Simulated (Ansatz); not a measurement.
C3H11GaO (`[CH3][Ga-]([CH3])([CH3])[OH2+]`). Total charge 0; spin multiplicity 1.

```xyz
16

C     1.8974    0.2039   -0.5588
Ga   -0.0025    0.2802    0.0346
C    -1.4258    0.2807   -1.3587
C    -0.4228    0.9537    1.8481
O    -0.1450   -1.9326    0.4125
H     2.0329   -0.4081   -1.4557
H     2.2547    1.2083   -0.8060
H     2.5585   -0.1780    0.2253
H    -2.3869   -0.0642   -0.9652
H    -1.1650   -0.3337   -2.2258
H    -1.5877    1.2972   -1.7303
H    -1.4220    0.6500    2.1691
H    -0.3921    2.0475    1.8651
H     0.2979    0.5956    2.5871
H    -0.7938   -2.2833   -0.2063
H     0.7022   -2.3172    0.1648
```

What are the harmonic wavenumbers in cm⁻¹ at PBE0-D4/def2-TZVP (Ansatz, finite differences of forces, unscaled)? (Best estimate.)

Computed: 68, 93, 101, 103, 116, 120, 150, 152, 156, 228, 419, 469, 521, 562, 571, 636, 652, 660, 734, 753, 759, 1217, 1218, 1223, 1448, 1449, 1450, 1457, 1459, 1461, 1622, 3031, 3032, 3042, 3111, 3112, 3113, 3113, 3119, 3132, 3817, 3919.

Is this a minimum?

Yes, all 42 modes are real.

Give the ideal-gas thermochemistry at 298.15 K and 1 bar (rigid rotor, harmonic oscillator; point group Cs, symmetry number 1).

Zero-point energy 344.3 kJ/mol; H(298) − E = 377.2 kJ/mol; entropy 434.9 J/(mol·K), of which translation 169.8, rotation 114.2, vibration 150.8; G(298) − E = 247.5 kJ/mol. Modes under 100 cm⁻¹ are hindered rotations or soft bends, so the harmonic entropy is rough.

And at 400, 500, 600, 800 and 1000 K?


```json
{"T (K)": "400", "H − E (kJ/mol)": "395.3", "S (J/mol/K)": "487.2", "G − E (kJ/mol)": "200.5"}
{"T (K)": "500", "H − E (kJ/mol)": "415.5", "S (J/mol/K)": "532.2", "G − E (kJ/mol)": "149.5"}
{"T (K)": "600", "H − E (kJ/mol)": "437.7", "S (J/mol/K)": "572.5", "G − E (kJ/mol)": "94.2"}
{"T (K)": "800", "H − E (kJ/mol)": "486.6", "S (J/mol/K)": "642.7", "G − E (kJ/mol)": "-27.5"}
{"T (K)": "1000", "H − E (kJ/mol)": "540.7", "S (J/mol/K)": "703.0", "G − E (kJ/mol)": "-162.2"}
```

Rotational constants (cm⁻¹)?

0.08992, 0.08764, 0.0828.
